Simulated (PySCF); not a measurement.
## AsH: frontier orbitals

LC-ωPBE at R = 1.533 Å; As cc-pVTZ-PP with ECP10, H cc-pVTZ; scalar-relativistic core potentials (PySCF 2.14). State: ³Σ⁻ (triplet), unpaired electrons π ↑↑. Only the outer orbitals are listed, counted within each symmetry, core potentials removing the inner ones.

```csv
spin,orbital,occ.,ε (eV),on As (%),main shells (%)
α,4σ,1,-21.19,89,"88 As s, 11 H s"
α,5σ,1,-12.16,66,"54 As p, 34 H s, 9 As s"
α,3π,1,-9.65,99,99 As p
α,3π,1,-9.65,99,99 As p
α,6σ,0,2.87,37,"65 H s, 44 As p"
α,7σ,0,5.62,106,"84 As s, 14 As d, 8 As p"
α,8σ,0,7.77,62,"43 As p, 42 H s, 15 As s"
β,4σ,1,-18.89,81,"78 As s, 18 H s"
β,5σ,1,-11.58,66,"48 As p, 34 H s, 16 As s"
β,3π,0,-0.37,99,99 As p
β,3π,0,-0.37,99,99 As p
β,6σ,0,3.27,39,"64 H s, 45 As p"
```

Question: Which are the highest filled and the lowest empty level, where do they sit, and how wide is the gap?

Answer: Highest filled α 3π at -9.65 eV (in %: 99 As p); lowest empty β 3π at -0.37 eV (in %: 99 As p); the gap at LC-ωPBE is 9.28 eV. Both belong to one degenerate shell, split only by its one-sided filling, so this is no excitation gap.

```json
{
  "bond order (Mayer)": "0.99",
  "⟨S²⟩": "2.008",
  "charge on As (Mulliken, basis-dependent)": "0.00",
  "charge on As (Löwdin, basis-dependent)": "0.19",
  "dipole moment (positive dipole means As(−)H(+))": "0.18 D"
}
```

Shares are Mulliken populations and can fall outside 0 to 100 %.

Spin–orbit coupling is left out. The state is the lowest determinant that a PBE0 search found; another state may lie lower at other levels.
